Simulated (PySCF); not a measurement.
Stepwise substitution at one centre (In H-NH2). All species are isolated molecules in the gas phase. One relaxed conformer stands for each flexible species; it need not be the lowest. Strings in code marks are SMILES.

Level of theory: PySCF with r2SCAN-D4/def2-TZVP. Excitations are Tamm–Dancoff values on a coarser integration grid. The basis has no diffuse functions, so Rydberg states are missing or too high.

```
species                                             T1 excitation (TDA) (eV)  S1–T1 gap (TDA) (eV)  S1 oscillator strength
--------------------------------------------------  ------------------------  --------------------  ----------------------
0 of 3 H replaced by NH2 (`[InH3]`)                                        –                     –                       –
1 of 3 H replaced by NH2 (`[NH2][InH2]`)                                3.77                  1.40                     ___
2 of 3 H replaced by NH2 (`[NH2][InH][NH2]`)                            4.29                   ___                   0.004
3 of 3 H replaced by NH2 (`[NH2][In]([NH2])[NH2]`)                      3.98                  0.70                   0.003
```

**Question.** What belongs in the gaps?

**Answer.** 
- 1 of 3 H replaced by NH2 (`[NH2][InH2]`), S1 oscillator strength: 0.101
- 2 of 3 H replaced by NH2 (`[NH2][InH][NH2]`), S1–T1 gap (TDA) (eV): 0.68
